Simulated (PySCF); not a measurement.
Ligands exchanged one at a time, B OH-I. All species are isolated molecules in the gas phase. One relaxed conformer stands for each flexible species; it need not be the lowest. Strings in code marks are SMILES.

The HOMO from two functionals at the same geometries (PBE0-D3(BJ)/def2-TZVP), both in PySCF: PBE-D3(BJ)/def2-TZVP and ωB97X-D3(BJ)/def2-TZVP. 

| species | PBE-D3(BJ)/def2-TZVP (eV) | ωB97X-D3(BJ)/def2-TZVP (eV) |
|---|---|---|
| 0 of 3 OH replaced by I | -7.42 | -11.81 |
| 1 of 3 OH replaced by I (`OB(O)I` (H–O–B–I torsion 180°, I–B–O–H torsion -180°)) | -6.15 | -9.64 |
| 2 of 3 OH replaced by I | -6.34 | -9.74 |
| 3 of 3 OH replaced by I (`IB(I)I`) | -6.25 | -9.65 |

Over these rows, drawn at random from the members with no instability flagged (it was tested for open shells, ions and some series alone), PBE minus ωB97X-D3(BJ): mean +3.67 eV, from +3.39 eV to +4.38 eV.
